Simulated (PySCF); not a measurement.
Compound: trifluoroacetyl chloride, C2ClF3O.
Numbering: `[O:1]=[C:2]([Cl:3])[C:4]([F:5])([F:6])[F:7]`

Geometry (PBE0-D3(BJ)/def2-SVP, Å), atoms numbered from 1 in this order:
```xyz
7
C2ClF3O angstrom
O      1.331    1.266   -0.433
C      0.863    0.270   -0.010
Cl     1.780   -1.021    0.731
C     -0.647   -0.062   -0.067
F     -1.097   -0.385    1.137
F     -0.843   -1.087   -0.886
F     -1.314    0.985   -0.513
```

Level of theory: core-valence-separated Tamm–Dancoff BHandHLYP/aug-pcX-1 (def2-SVPD on Cl) in PySCF, non-relativistic, gas phase, PBE0-D3(BJ)/def2-SVP geometry. Absolute energies from this functional tend to lie a few eV below measured edges; no shift was applied.

**Question.** What does the F 1s absorption edge look like?

**Answer.** 
```csv
E (eV),f,core hole on,main final orbital
685.77,0.0174,F6,LUMO (84 %)
685.93,0.0150,F5,LUMO (85 %)
686.41,0.0028,F7,LUMO (96 %)
687.36,0.0328,F7,spread
688.33,0.0112,F5,spread
688.41,0.0031,F6,LUMO+2 (40 %)
688.53,0.0053,F7,LUMO+1 (32 %)
688.68,0.0246,F5,spread
688.83,0.0268,F6,spread
688.99,0.0033,F5/F6,"LUMO+1 (2 roots, f summed)"
689.52,0.0048,F7,LUMO+1 (42 %)
689.67,0.0195,F6 + F7,"LUMO+5 (2 roots, f summed)"
```

The first line with a tenth or more of the strongest one's intensity is at 685.77 eV (f = 0.017), with the hole on F6 (fluorine of a CF3 group). The strongest listed is at 687.36 eV (f = 0.033; F7).

**Question.** List the carbon K-edge absorption lines.

**Answer.** 
```csv
E (eV),f,core hole on,main final orbital,polarisation
284.42,0.0793,C2,LUMO (94 %),normal to the local trigonal plane
288.17,0.0567,C2,LUMO+1 (40 %),in the local trigonal plane
290.76,0.0280,C4,LUMO (86 %),–
291.54,0.0027,C2,LUMO+2 (32 %),in the local trigonal plane
292.52,0.0810,C4,spread,–
292.65,0.0293,C2,LUMO+2 (33 %),in the local trigonal plane
292.74,0.0054,C2,"LUMO+4/LUMO+5 (2 roots, f summed)",normal to the local trigonal plane
293.19,0.0790,C4,spread,–
293.40,0.0178,C2,LUMO+3 (33 %),in the local trigonal plane
293.75,0.0027,C2,spread,in the local trigonal plane
```

The first line with a tenth or more of the strongest one's intensity is at 284.42 eV (f = 0.079), with the hole on C2 (acyl halide carbon), polarised normal to the local trigonal plane: a 1s→π* resonance. The strongest listed is at 292.52 eV (f = 0.081; C4).

**Question.** What does the O 1s absorption edge look like?

**Answer.** 
| E (eV) | f | core hole on | main final orbital | polarisation |
| --- | --- | --- | --- | --- |
| 528.70 | 0.0527 | O1 | LUMO (94 %) | normal to the local trigonal plane |
| 534.58 | 0.0121 | O1 | LUMO+1 (60 %) | in the local trigonal plane |
| 535.52 | 0.0010 | O1 | LUMO+2 (45 %) | – |
| 536.77 | 0.0044 | O1 | LUMO+4 (50 %) | in the local trigonal plane |
| 536.87 | 0.0013 | O1 | LUMO+5 (76 %) | normal to the local trigonal plane |
| 537.11 | 0.0006 | O1 | spread | – |
| 537.55 | 0.0105 | O1 | LUMO+8 (44 %) | in the local trigonal plane |

The first line with a tenth or more of the strongest one's intensity is at 528.70 eV (f = 0.053), with the hole on O1 (carbonyl oxygen), polarised normal to the local trigonal plane: a 1s→π* resonance. It is also the strongest listed.

Roots within 0.03 eV whose holes lie on the same, on equivalent or on shared atoms are summed into one line, and the highest roots are left out, as the search may have cut off their partners. Final orbitals are the ground state's empty Kohn–Sham orbitals. A dash: too weak, shared between unlike atoms, or no plane or axis to refer to.

**Question.** What length of transition dipole belongs to the line at 688.68 eV?

**Answer.** From f = (2/3) ΔE |μ|² in atomic units, with ΔE = 25.309 Eh and f = 0.0246: |μ| = 0.038 au = 0.10 D.

The list ends where the root search ended, not at a threshold.

On one thread of an Intel Xeon 6975P-C, no GPU, shared host with 192 logical CPUs at a one-minute load of 39, this took 12 s of wall time and 0.93 GiB of memory at its peak.
